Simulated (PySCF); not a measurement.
CH2F, SMILES [CH2]F (connectivity only; charge and spin as stated), charge +1, multiplicity 1. Geometry: B3LYP-D3(BJ)/def2-TZVPD. The spin state was assumed, not searched. The isomer is the one that the SMILES or the coordinates give; other isomers of the formula were not compared.

Calculation: B3LYP-D3(BJ)/def2-TZVPD (PySCF).

Harmonic wavenumbers (cm⁻¹): 1243, 1287, 1440, 1593, 3031, 3194. Rotational constants (GHz): 263.3, 35.75, 31.48; symmetry number 2.

Work out the zero-point energy and the ideal-gas rigid-rotor harmonic-oscillator thermochemistry at 298.15 K and 1 atm.

ZPE = ½ Σ hcν = ½ × 11787 cm⁻¹ = 16.85 kcal/mol. H − E(el) = 19.24 kcal/mol. Entropy in cal/(mol K): translation 36.42, rotation 16.26, vibration 0.09, total 52.76. G − E(el) = 3.51 kcal/mol. Cp = 8.43 cal/(mol K).
